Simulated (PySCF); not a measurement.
Ge(Br)3(OH), SMILES [Br][Ge]([Br])([Br])[OH] (HBr3GeO), PBE0/def2-SVP optimised geometry.

```
6

O     -1.40    -1.94     1.40
Ge    -0.78    -1.09     0.00
Br     1.51    -1.09     0.00
Br    -1.59    -2.21    -1.80
Br    -1.51     1.09     0.00
H     -1.12    -1.55     2.24
```

Density from PBE0/def2-TZVP (PySCF) at that geometry.

Minimum of the electron density along straight lines between bonded atoms, close to the bond critical point (lines longer than 1.1 times the sum of covalent radii, or with two minima, are not listed):

```csv
bond,length / Å,ρ at the minimum / e bohr⁻³,∇²ρ there / e bohr⁻⁵,position (fraction from the first atom)
O1–Ge2,1.755,(withheld),0.69,0.53
Ge2–Br3,2.291,0.097,0.05,0.43
Ge2–Br4,2.272,0.101,0.05,0.43
Ge2–Br5,2.291,0.097,0.05,0.43
O1–H6,0.966,(withheld),(withheld),0.81
```

### Question
What belongs in the gaps?

### Answer

- O1–Ge2, ρ at the minimum / e bohr⁻³: 0.153
- O1–H6, ρ at the minimum / e bohr⁻³: 0.352
- O1–H6, ∇²ρ there / e bohr⁻⁵: -2.39
